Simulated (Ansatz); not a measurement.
The cluster Pb2O4, relaxed as a singlet with RKS PBE-D4/def2-SVP in Ansatz, starting from the GFN1-xTB geometry. Force threshold 0.02 eV/Å.

In the def2 sets Pb takes a core potential; there is no spin–orbit coupling. The structure holds 2 bonds between oxygen atoms, so isomers without such links may lie far lower. Another isomer (triplet) lies 1.27 eV lower at PBE0-D4/def2-TZVP; other spin states weren't run for this one.

Start:

```xyz
6

Pb    1.292   -0.346   -1.602
Pb    0.455   -0.383    2.000
O     1.731   -0.696    0.394
O    -1.197    0.361    0.927
O    -1.616    0.670   -0.368
O    -0.665    0.395   -1.351
```

(1) Estimate the energy that the relaxation releases and the steps that it takes.

(2) Does the start keep its bonding and symmetry?

(3) Predict the relaxed structure.

## Answers

(1) 0.21 eV, in 4 steps; 3.4 s on 4 threads of Arm Neoverse V2 on a shared host. No frequencies were taken in this run, so the end may be a saddle point.

(2) By distances, no bond broke or formed. The bond that changes most is Pb2–O4, from 2.11 to 2.20 Å (atoms count from 1). Point group C2v at the start, C2v at the end, both within 0.05 Å; within 0.015 Å the end is Cs.

(3) 
```tsv
atom	x (Å)	y (Å)	z (Å)
Pb1	1.308	-0.354	-1.571
Pb2	0.483	-0.394	1.979
O3	1.909	-0.767	0.435
O4	-1.281	0.394	0.928
O5	-1.677	0.698	-0.382
O6	-0.742	0.423	-1.389
```
Bond lengths (bridged metal pairs left out): 4 × O–Pb 2.13 to 2.20 Å; 2 × O–O 1.40 Å.
